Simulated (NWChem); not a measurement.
SiH2Br2; SMILES [SiH2](Br)Br

Computed with NWChem. Coordinates come from a PBE0/def2-SVP optimisation.

Task: Estimate the computed values for TPSS/aug-pcseg-1. Quantities: highest occupied level (eV); orbital gap (eV); dipole (D).

Result: 
```
Property                     Result
---------------------------  ------
highest occupied level (eV)   -7.57
orbital gap (eV)               5.96
dipole (D)                     1.09
```
